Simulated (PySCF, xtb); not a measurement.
1,3-oxasiletane-2,4-dione (C2H2O3Si), SMILES C1(=O)OC([SiH2]1)=O.

GFN2-xTB (xtb) at its own geometry gives an orbital gap of 3.29 eV and a dipole moment of 4.75 D.

Geometry optimised at B3LYP-D3(BJ)/def2-SVP.

Problem. What does PySCF with PBE/def2-TZVP give? (Estimate from the structure and the level; the computed values follow.)

Solution. gap 3.70 eV (levels -6.54 and -2.85 eV), dipole 3.40 D.
